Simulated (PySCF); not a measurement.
These are PBE-D3(BJ)/def2-TZVP // PBE-D3(BJ)/def2-SVP (PySCF 2.14.0) values and carry that method's errors. Isolated molecules, 0 K electronic values unless said otherwise. One relaxed conformer stands for a flexible species; it need not be the lowest. 

Reference species: [Zn(CH3)2] (neutral, multiplicity 1).

* **charge on the central atom (meta-Löwdin)**: 1.01 e
* **HOMO–LUMO gap**: 5.50 eV
* **coordination number**: 2
* **charge on the central atom (Mulliken)**: 0.31 e

Changed species: [Zn(CH3)(Br)] (1 of 2 CH3 replaced by Br; the reference has 0 of 2 CH3 replaced by Br).

Question: Give the shifts of the charge on the central atom (meta-Löwdin), HOMO–LUMO gap, coordination number and charge on the central atom (Mulliken).

Answer: the charge on the central atom (meta-Löwdin) rises by 0.04 e, to 1.05 e; the HOMO–LUMO gap drops by 0.05 eV, to 5.45 eV; the coordination number stays essentially unchanged; the charge on the central atom (Mulliken) rises by 0.04 e, to 0.35 e.
